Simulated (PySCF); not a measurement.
**Two-component Hartree-Fock for Ag⁺ (silver, charge +1)**

Start: [Kr] 4d10. Calculated with PySCF 2.14 in x2c-QZVPPall-2c (13s12p9d4f2g, 140 functions): generalised Hartree-Fock with the X2C-1e Hamiltonian and a Gaussian nucleus; one run each with spin-orbit coupling (SO) switched off, then screened by Boettger's factors.

```json
{"spinor shell": "1s1/2", "electrons": "2", "ε, spin-free (eV)": "-25653.9", "ε, screened SO (eV)": "-25652.2", "weight of nominal j (screened SO)": "1.000", "rms radius, screened SO (bohr)": "0.0357"}
{"spinor shell": "2s1/2", "electrons": "2", "ε, spin-free (eV)": "-3870.0", "ε, screened SO (eV)": "-3869.5", "weight of nominal j (screened SO)": "1.000", "rms radius, screened SO (bohr)": "0.146"}
{"spinor shell": "2p1/2", "electrons": "2", "ε, spin-free (eV)": "-3465.0", "ε, screened SO (eV)": "-3586.5", "weight of nominal j (screened SO)": "1.000", "rms radius, screened SO (bohr)": "0.127"}
{"spinor shell": "2p3/2", "electrons": "4", "ε, spin-free (eV)": "-3465.0", "ε, screened SO (eV)": "-3409.1", "weight of nominal j (screened SO)": "1.000", "rms radius, screened SO (bohr)": "0.131"}
{"spinor shell": "3s1/2", "electrons": "2", "ε, spin-free (eV)": "-752.88", "ε, screened SO (eV)": "-752.75", "weight of nominal j (screened SO)": "1.000", "rms radius, screened SO (bohr)": "0.392"}
{"spinor shell": "3p1/2", "electrons": "2", "ε, spin-free (eV)": "-616.48", "ε, screened SO (eV)": "-638.67", "weight of nominal j (screened SO)": "1.000", "rms radius, screened SO (bohr)": "0.387"}
{"spinor shell": "3p3/2", "electrons": "4", "ε, spin-free (eV)": "-616.48", "ε, screened SO (eV)": "-606.23", "weight of nominal j (screened SO)": "1.000", "rms radius, screened SO (bohr)": "0.398"}
{"spinor shell": "3d3/2", "electrons": "4", "ε, spin-free (eV)": "-402.05", "ε, screened SO (eV)": "-405.85", "weight of nominal j (screened SO)": "1.000", "rms radius, screened SO (bohr)": "0.374"}
{"spinor shell": "3d5/2", "electrons": "6", "ε, spin-free (eV)": "-402.05", "ε, screened SO (eV)": "-399.40", "weight of nominal j (screened SO)": "1.000", "rms radius, screened SO (bohr)": "0.377"}
{"spinor shell": "4s1/2", "electrons": "2", "ε, spin-free (eV)": "-124.28", "ε, screened SO (eV)": "-124.27", "weight of nominal j (screened SO)": "1.000", "rms radius, screened SO (bohr)": "0.981"}
{"spinor shell": "4p1/2", "electrons": "2", "ε, spin-free (eV)": "-82.742", "ε, screened SO (eV)": "-86.450", "weight of nominal j (screened SO)": "1.000", "rms radius, screened SO (bohr)": "1.06"}
{"spinor shell": "4p3/2", "electrons": "4", "ε, spin-free (eV)": "-82.742", "ε, screened SO (eV)": "-81.038", "weight of nominal j (screened SO)": "1.000", "rms radius, screened SO (bohr)": "1.09"}
{"spinor shell": "4d3/2", "electrons": "4", "ε, spin-free (eV)": "-22.041", "ε, screened SO (eV)": "-22.454", "weight of nominal j (screened SO)": "1.000", "rms radius, screened SO (bohr)": "1.49"}
{"spinor shell": "4d5/2", "electrons": "6", "ε, spin-free (eV)": "-22.041", "ε, screened SO (eV)": "-21.770", "weight of nominal j (screened SO)": "1.000", "rms radius, screened SO (bohr)": "1.52"}
```

```csv
quantity,spin-free,screened SO
E (hartree),-5312.16554,-5313.15255
M_J,0,0
⟨J²⟩,0.000,0.000
⟨L²⟩,0.000,0.015
⟨S²⟩,0.000,0.015
```

Breit and QED terms are absent; they matter most for the inner s and p1/2 levels.

Densities and radii are taken from the X2C orbitals without a picture-change correction, which distorts them close to the nucleus.

Without spin-orbit coupling the j labels of p, d and f shells carry no meaning; the spin-free column gives the mean over the occupied spinors of each nl shell.
